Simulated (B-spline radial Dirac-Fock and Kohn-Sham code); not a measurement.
**Form factor and incoherent scattering function of Zn⁹⁺**

System: zinc as Zn⁹⁺ in the configuration 1s2 2s2 2p6 3s2 3p6 3d3.

Model: Dirac-Fock densities. Program: a radial B-spline solver. f₀ is the Fourier transform of the spherical electron density, S the Waller-Hartree incoherent function, and s = sin θ/λ. The electron scattering factor follows from the Mott-Bethe formula f_e = 0.023934 Å⁻¹·(Z − f₀)/s².

```
s (Å⁻¹)      f₀       S  f_e (Å)
      0  21.000   0.000        –
   0.03  20.963   0.037  240.321
   0.04  20.934   0.066  135.609
   0.05  20.898   0.103   87.141
   0.07  20.800   0.200   44.935
   0.09  20.672   0.329   27.563
   0.11  20.513   0.487   18.766
   0.13  20.325   0.672   13.702
   0.17  19.867   1.119    8.392
   0.21  19.311   1.651    5.801
   0.27  18.327   2.568    3.832
   0.33  17.214   3.570    2.810
   0.42  15.428   5.115    1.977
   0.53  13.276   6.903    1.425
   0.66  11.054   8.741    1.041
   0.83   8.895  10.663    0.733
   1.04   7.264  12.421    0.503
   1.31   6.110  14.024    0.333
   1.64   5.134  15.461    0.221
   2.06   3.989  16.839    0.147
   2.59   2.797  18.028    0.097
   3.25   1.896  18.907    0.064
   4.07   1.390  19.531    0.041
```

f₀ starts at the number of electrons, 21, and has fallen to half at s ≈ 0.70 Å⁻¹. The sum of ⟨r²⟩ over the electrons is 5.569 bohr². For an ion f_e diverges as s goes to zero, because of the net charge.

Values without a named source are computed, but for edge energies of neutral atoms, which are taken from tables.
